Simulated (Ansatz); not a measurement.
Zn5Te4. Charge 0, multiplicity 3. Geometry PBE-D4/def2-SVP; atoms count from 1.

Cartesian coordinates in Å:
```
Zn 1.206 0.917 -2.612
Zn -0.533 1.222 -0.522
Zn 0.971 -0.860 -0.543
Zn -1.740 -1.401 4.157
Zn -0.839 -0.621 1.786
Te -0.927 2.173 -2.936
Te -1.151 1.874 1.890
Te 3.152 -0.505 -1.954
Te -0.140 -2.799 0.733
```

In the def2 sets Te takes a core potential; there is no spin–orbit coupling. At PBE0-D4/def2-SVP a singlet of charge 0 lies 2.02 eV below the triplet, each at its own geometry. The structure comes from a short search, and lower isomers may exist.

Q: Estimate the Mulliken populations from the PBE0/def2-SVP orbitals of Ansatz.

A: 
```csv
atom,charge (e),spin (α − β),d electrons
Zn1,0.30,-0.03,9.93
Zn2,0.25,0.20,9.94
Zn3,0.25,0.20,9.94
Zn4,0.13,0.02,9.98
Zn5,0.30,-0.03,9.94
Te6,-0.26,0.53,–
Te7,-0.36,0.30,–
Te8,-0.25,0.54,–
Te9,-0.37,0.29,–
```
Mulliken values depend strongly on the basis.

Q: Where does the spin sit?

A: Summed by element: Zn 0.35, Te 1.65, of 2 unpaired in all. Largest on single atoms: Te8 0.54, Te6 0.53, Te7 0.30.

Q: And the Mayer bond orders between heavy atoms (over 0.3)?

A: Zn1–Te6 1.00 (2.50 Å); Zn1–Te8 1.00 (2.50 Å); Zn2–Zn3 0.43 (2.57 Å); Zn2–Te6 0.72 (2.62 Å); Zn2–Te7 0.83 (2.57 Å); Zn3–Te8 0.72 (2.62 Å); Zn3–Te9 0.83 (2.57 Å); Zn4–Zn5 0.32 (2.65 Å); Zn5–Te7 0.94 (2.52 Å); Zn5–Te9 0.94 (2.52 Å).
